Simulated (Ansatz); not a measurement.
One change: `SC1=C[SiH2]1` becomes `ClC1=C[SiH2]1`.

Ansatz, PBE0-D4/def2-TZVP geometries, multiplicity 1. Each molecule was computed in one conformer, which needn't be the lowest.

```tsv
property	`SC1=C[SiH2]1`
size of the dipole moment (B3LYP/def2-TZVPP) / D	0.72
LUMO energy (B3LYP/def2-TZVPP) / eV	-0.60
HOMO energy (PBE0/def2-TZVPP) / eV	-6.89
LUMO energy (PBE/def2-TZVPP) / eV	-1.25
HOMO energy (PBE/def2-TZVPP) / eV	-5.84
size of the dipole moment (ωB97M-V/def2-TZVPP) / D	0.74
```

Question: Give the same properties after the change, and the shifts. (Estimate.)

Answer: Computed: 
```
                                          property  `ClC1=C[SiH2]1`  shift
  size of the dipole moment (B3LYP/def2-TZVPP) / D             1.28   0.56
               LUMO energy (B3LYP/def2-TZVPP) / eV            -0.72  -0.12
                HOMO energy (PBE0/def2-TZVPP) / eV            -7.80  -0.91
                 LUMO energy (PBE/def2-TZVPP) / eV            -1.48  -0.23
                 HOMO energy (PBE/def2-TZVPP) / eV            -6.59  -0.75
size of the dipole moment (ωB97M-V/def2-TZVPP) / D             1.30   0.56
```

With PBE0 the HOMO falls by 0.91 eV and the LUMO falls by 0.13 eV, so the gap widens by about 0.78 eV. PBE moves the HOMO by -0.75 eV and ωB97M-V by -0.98 eV. The zero-point energy changes by -23.2 kJ/mol with -3 modes. Dipoles are sizes alone; their direction can turn.

B3LYP here is the variant with VWN-RPA as its local correlation; programs differ in this.
